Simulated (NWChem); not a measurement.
Molecule: CH3ClFIn; SMILES [F][In]([CH3])[Cl]

```xyz
7

In    -0.0152    -0.2557     0.0007
F     -1.9144    -0.7350    -0.0011
Cl     0.1962     2.0776    -0.0005
C      1.5387    -1.7169    -0.0010
H      2.2220    -1.5127     0.8339
H      2.0891    -1.6443    -0.9488
H      1.0941    -2.7148     0.1032
```
Atoms are numbered in this order, from 1.

Results from NWChem. Geometry: optimised at PBE0/def2-SVP. def2 effective core potentials on In; no spin-orbit coupling. Ions are spin-unrestricted doublets at the neutral geometry; other ion states weren't tried. Functional: LC-ωPBE (HJS hole) with def2-SVP; the question gives the range parameter ω in 1/bohr.

Q: Predict the results for range parameter (1/bohr) 0.60. Quantities: vertical ionisation energy, ΔSCF (eV); −ε(HOMO) (eV).

A: 
```json
{
  "vertical ionisation energy, ΔSCF (eV)": "11.60",
  "−ε(HOMO) (eV)": "12.08"
}
```
